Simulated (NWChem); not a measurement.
System: CHO2 cation; SMILES O=C=[OH+]

Computed with NWChem. Pople sets run with spherical d functions. Geometry: optimised at PBE-D3(BJ)/def2-SVP. Core excitations by TDA in a window of 1s orbitals, non-relativistic and unshifted: absolute energies depend strongly on the exact-exchange share.

For level C K edge, BHandHLYP/6-311G**:

```yaml
first 1s excitation (eV): 286.8
dipole_oscillator_strength_of_the_first: 0.0921
first state with f > 0.002 (eV): 286.8
dipole_oscillator_strength_of_that_state: 0.0921
```

How do the values read with level C K edge, PBE0/def2-TZVP instead?


| Quantity | Value |
|---|---|
| first 1s excitation (eV) | 279.9 |
| dipole oscillator strength of the first | 0.0725 |
| first state with f > 0.002 (eV) | 279.9 |
| dipole oscillator strength of that state | 0.0725 |
